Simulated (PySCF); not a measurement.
# GeF⁻: frontier orbitals

UHF at R = 1.885 Å; PySCF, scalar-relativistic core potentials, basis sets Ge aug-cc-pVDZ-PP with ECP10, F aug-cc-pVDZ. State: ³Σ⁻ (triplet), unpaired electrons π ↑↑. Only the outer orbitals are listed, counted within each symmetry, core potentials removing the inner ones.

| spin | orbital | occ. | ε (eV) | on Ge (%) | main shells (%) |
| --- | --- | --- | --- | --- | --- |
| α | 5σ | 1 | -34.99 | 8 | 92 F s |
| α | 6σ | 1 | -13.14 | 47 | 52 F p, 45 Ge s |
| α | 3π | 1 | -10.53 | 2 | 97 F p |
| α | 3π | 1 | -10.53 | 2 | 97 F p |
| α | 7σ | 1 | -8.14 | 63 | 52 Ge s, 37 F p, 10 Ge p |
| α | 4π | 1 | -1.48 | 102 | 101 Ge p |
| α | 4π | 1 | -1.48 | 102 | 101 Ge p |
| α | 8σ | 0 | 4.76 | 95 | 84 Ge p, 9 F s, 8 Ge s |
| α | 5π | 0 | 5.45 | 102 | 101 Ge p |
| α | 5π | 0 | 5.45 | 102 | 101 Ge p |
| β | 5σ | 1 | -34.69 | 6 | 93 F s |
| β | 6σ | 1 | -11.94 | 22 | 77 F p, 19 Ge s |
| β | 3π | 1 | -9.95 | 1 | 99 F p |
| β | 3π | 1 | -9.95 | 1 | 99 F p |
| β | 7σ | 1 | -5.85 | 90 | 80 Ge s, 13 F p, 10 Ge p |
| β | 8σ | 0 | 4.90 | 94 | 88 Ge p, 11 F s |
| β | 4π | 0 | 4.93 | 105 | 105 Ge p |
| β | 4π | 0 | 4.93 | 105 | 105 Ge p |

Q: Which are the highest filled and the lowest empty level, where do they sit, and how wide is the gap?

A: Highest filled α 4π at -1.48 eV (in %: 101 Ge p); lowest empty α 8σ at 4.76 eV (in %: 84 Ge p, 9 F s, 8 Ge s); the gap at UHF is 6.24 eV. An empty level above zero is unbound, and its energy depends on the basis.

| Property | Result |
| --- | --- |
| bond order (Mayer) | 0.07 |
| ⟨S²⟩ | 2.019 |
| charge on Ge (Mulliken, basis-dependent) | -0.32 |
| charge on Ge (Löwdin, basis-dependent) | -0.24 |
| dipole moment (positive dipole points towards F; it is taken about the centre of mass and depends on that origin) | -0.87 D |

Shares are Mulliken populations and can fall outside 0 to 100 %.

Spin–orbit coupling is left out. The state is the lowest determinant that a PBE0 search found; another state may lie lower at other levels.
